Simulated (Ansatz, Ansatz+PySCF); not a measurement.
| atom | x (Å) | y (Å) | z (Å) |
| --- | --- | --- | --- |
| Fe | 0.0000 | 0.0000 | 0.0000 |
| F | 0.0000 | 0.0000 | 1.7800 |

Basis set: def2-SVP (spherical functions). Correlated methods keep 6 orbitals frozen. Charge 0, multiplicity 6.

Computed with Ansatz (development build ahead of 0.2.0); each method stands on the lowest determinant of its kind that the runs found. Restricted functionals stand beside restricted open-shell atoms, which can lie above the unrestricted atoms usual in DFT and then raise those values.

The atomization energy at this shape (free ground-state atoms in the same class of orbitals less the molecule, no zero-point energy) of sextet FeF:

```
                        method  atomization energy
          ωB97X (unrestricted)             4.27 eV
 ωB97X (restricted open-shell)             4.31 eV
         r²SCAN (unrestricted)             5.07 eV
r²SCAN (restricted open-shell)             5.18 eV
  PBE0 (restricted open-shell)             4.70 eV
            PBE (unrestricted)             5.06 eV
   PBE (restricted open-shell)             5.12 eV
                       UHF-MP2             4.55 eV
                           UHF             3.29 eV
                          ROHF             3.40 eV
```

What does PBE0 (unrestricted) give?

4.64 eV. Caution: other spin multiplicities were not run.
